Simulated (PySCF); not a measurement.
# How methods differ on the ionisation energy of Pd

Pd [Kr] 4d10 (1S) → Pd⁺ [Kr] 4d9 (2D), as a difference of total energies. Calculation: PySCF 2.14, in x2c-QZVPPall (13s8p7d4f2g, 118 functions); the spin-free X2C one-electron Hamiltonian (Gaussian nucleus). The calculations carry no spin-orbit coupling.

| method | ionisation energy (eV) | error (eV) |
| --- | --- | --- |
| UHF | 6.250 | -2.262 |
| revPBE | 8.732 | +0.220 |
| CAM-B3LYP | 8.547 | +0.035 |
| wB97M-V | 8.430 | -0.082 |

Reference: 8.512 eV (measured; NIST levels, between the centres of gravity of the two terms).
